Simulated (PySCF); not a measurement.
**Electron correlation in In (indium, neutral)**

[Kr] 4d10 5s1 5p1 6s1, high-spin 4P determinant (an excited configuration). All numbers are calculated (PySCF 2.14, a scalar-relativistic core potential, in aug-cc-pVTZ-PP with one added diffuse shell each of d, f type with ECP28MDF (6s5p5d3f, 67 functions)). Frozen: 4s2 4p6 4d10; 3 electrons correlated.

| level | correlation energy (mhartree) |
| --- | --- |
| CCSD | -9.53 |
| (T) | -0.10 |
| CCSD(T) | -9.63 |

Diagnostics: T1 = 0.015, D1 = 0.0338, largest double amplitude 0.041.

The outer electron is Rydberg-like, and this basis confines it to a smaller radius and binds it less than a complete one would.

Cost of the coupled-cluster step: about 2.5 core-seconds, for 3 correlated electrons.

Iterations:

```
CC2 = 0
CCSD nocc = (np.int64(3), np.int64(0)), nmo = (58, 58)
frozen orbitals [[0, 1, 2, 3, 4, 5, 6, 7, 8], [0, 1, 2, 3, 4, 5, 6, 7, 8]]
max_cycle = 100
direct = 0
conv_tol = 1e-08
conv_tol_normt = 1e-06
diis_space = 8
diis_start_cycle = 0
Init t2, MP2 energy = -0.00572011667682499
Init E_corr(UCCSD) = -0.00572011669063041
cycle = 1  E_corr(UCCSD) = -0.0078034404993748  dE = -0.00208332381  norm(t1,t2) = 0.0340236
cycle = 2  E_corr(UCCSD) = -0.00866683218952216  dE = -0.00086339169  norm(t1,t2) = 0.0174945
cycle = 3  E_corr(UCCSD) = -0.00945281162564944  dE = -0.000785979436  norm(t1,t2) = 0.0100314
cycle = 4  E_corr(UCCSD) = -0.00943489729259195  dE = 1.79143331e-05  norm(t1,t2) = 0.00445212
cycle = 5  E_corr(UCCSD) = -0.0095361015465688  dE = -0.000101204254  norm(t1,t2) = 0.00315299
cycle = 6  E_corr(UCCSD) = -0.00952293671946775  dE = 1.31648271e-05  norm(t1,t2) = 0.000695224
cycle = 7  E_corr(UCCSD) = -0.00953748236799372  dE = -1.45456485e-05  norm(t1,t2) = 0.000267857
cycle = 8  E_corr(UCCSD) = -0.00952928340275322  dE = 8.19896524e-06  norm(t1,t2) = 0.000137883
cycle = 9  E_corr(UCCSD) = -0.00953327999139916  dE = -3.99658865e-06  norm(t1,t2) = 6.74174e-05
cycle = 10  E_corr(UCCSD) = -0.00953261337460509  dE = 6.66616794e-07  norm(t1,t2) = 1.93565e-05
cycle = 11  E_corr(UCCSD) = -0.00953265067118758  dE = -3.72965825e-08  norm(t1,t2) = 9.53541e-06
cycle = 12  E_corr(UCCSD) = -0.00953267832048417  dE = -2.76492966e-08  norm(t1,t2) = 4.97319e-06
cycle = 13  E_corr(UCCSD) = -0.00953269138076601  dE = -1.30602818e-08  norm(t1,t2) = 1.78872e-06
cycle = 14  E_corr(UCCSD) = -0.00953268819428782  dE = 3.18647819e-09  norm(t1,t2) = 7.49216e-07
UCCSD converged
E(UCCSD) = -188.9763266116205  E_corr = -0.009532688194287819
UCCSD(T) correction = -0.000101079480566638
```
